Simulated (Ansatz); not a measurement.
Cartesian coordinates in Å:
```
F -0.1566 0.4330 -1.7992
Sn -0.3464 0.5111 0.1069
Cl 1.8329 0.7199 0.8992
Br -1.3299 -1.6639 0.7931
```

The species carries charge 0 and has multiplicity 2. Sn: def2 effective core potential.

Problem. List the PBE/def2-TZVPP orbital energies in eV (the Gaussian-basis code of Ansatz). (Best estimate.)

Solution. The calculation gave: α occupied: -13089.55, -2739.44, -1682.67, -1517.06, -1516.98, -1516.97, -659.53, -249.98, -229.45, -190.71, -190.51, -190.49, -171.65, -171.41, -171.39, -134.90, -90.90, -90.82, -90.78, -68.31, -68.25, -68.24, -68.06, -68.06, -29.25, -27.39, -27.31, -27.24, -27.20, -26.57, -20.60, -19.70, -13.17, -10.43, -10.09, -9.69, -9.16, -8.54, -8.32, -7.94, -7.83, -6.68. α empty: -2.08, -1.54, -1.25, 1.72, 1.85, 2.08, 2.94, 3.63. β occupied: -13089.54, -2739.40, -1682.67, -1517.03, -1516.97, -1516.96, -659.45, -249.95, -229.43, -190.63, -190.48, -190.47, -171.61, -171.40, -171.38, -134.87, -90.83, -90.80, -90.75, -68.26, -68.21, -68.20, -68.05, -68.05, -29.11, -27.30, -27.20, -27.14, -27.12, -26.46, -20.42, -19.51, -12.88, -10.16, -9.91, -9.55, -8.99, -8.40, -8.24, -7.83, -7.75. β empty: -5.90, -1.78, -1.18, -0.85, 1.91, 2.09, 2.23, 3.07. ⟨S²⟩ = 0.752.
